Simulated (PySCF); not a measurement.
C₄H₄, SMILES C12C3C1C23. Atoms are numbered in the order given.

```xyz
8

C     -0.5206     0.5206    -0.5206
C      0.5206     0.5206     0.5206
C      0.5206    -0.5206    -0.5206
C     -0.5206    -0.5206     0.5206
H     -1.1442     1.1442    -1.1442
H      1.1442     1.1442     1.1442
H      1.1442    -1.1442    -1.1442
H     -1.1442    -1.1442     1.1442
```
Charge 0, spin multiplicity 1.

The structure is a stationary point at PBE0-D3(BJ)/def2-SVP.

Method: r2SCAN/def2-TZVPD (PySCF).

The molecule is in vacuum.

Computed frontier levels, gap, dipole moment and polarisability:
```json
{
  "highest_occupied_level": "-5.57 eV",
  "lowest_empty_level": "1.06 eV",
  "orbital_gap": "6.63 eV",
  "dipole_moment": "0.00 D",
  "quadrupole, principal values (traceless, Buckingham form, about the centre of nuclear charge)": "0.00, 0.00, 0.00 D·Å",
  "mean_static_polarisability": "41.4 bohr³ (6.13 Å³)",
  "polarisability_principal_values": "41.4, 41.4, 41.4 bohr³"
}
```
